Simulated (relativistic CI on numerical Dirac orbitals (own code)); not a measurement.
W XLI: sensitivity of the levels to the model

Base calculation: Dirac-Coulomb-Breit CI, separate exchange-only KLI orbitals for each configuration, model QED, unscaled Slater integrals.

CI space (outside the closed core [Ar] 3d10): 4s²4p⁴, 4s4p⁵, 4s²4p³4d, 4p⁶, 4s4p⁴4d, 4s²4p³4f, 4s4p⁴4f, 4p⁵4d, 4s4p³4d², 4s²4p²4d4f, 4p⁵4f, 4p⁴4d², 4p³4d³, 4p³4d²4f. Double excitations out of closed p, d and f shells are left out; levels of such configurations are missing from the list, as are those of other unlisted configurations, and high levels can miss mixing partners.

Variants: (1) configuration mixing switched off. Shifts of the energy above 4s²4p⁴ ³P2, in cm⁻¹, for the lowest level and the first level of each name with at least 55 % of one term (blank where a level changes its place among those of its configuration and J or its character, or is not in the variant):

| Level | Base | Δ(1) |
| --- | --- | --- |
| 4s²4p⁴ ³P2 | 0 | 0 |
| 4s²4p⁴ ¹S0 | 82218 | -5647 |
| 4s²4p⁴ ³P1 | 741578 | +2334 |
| 4s²4p⁴ ¹D2 | 779464 | +4393 |
| 4s²4p³4d ³P°0 | 1245264 | +11731 |
| 4s²4p⁴ ³P0 | 1554915 | +5460 |
| 4s4p⁵ ³P°2 | 1580498 | +19271 |
| 4s²4p³4d ³G°5 | 2153631 | +12167 |
| 4s4p⁵ ³P°0 | 2354243 | +6960 |
| 4s4p⁴4d ³P0 | 2888245 | -6381 |

At this charge energies of transitions that change n are usually good to better than 1 %, and those within a shell (Δn = 0) to a few per cent.

Ionisation energy from the two ground configurations alone: base 1940.04 eV. The NIST ASD value (semi-empirical) is 1940.6 eV.

LS names give the leading component of a level, which can be under half, so a name can repeat, a term be missing and a line seem to break the LS rules.
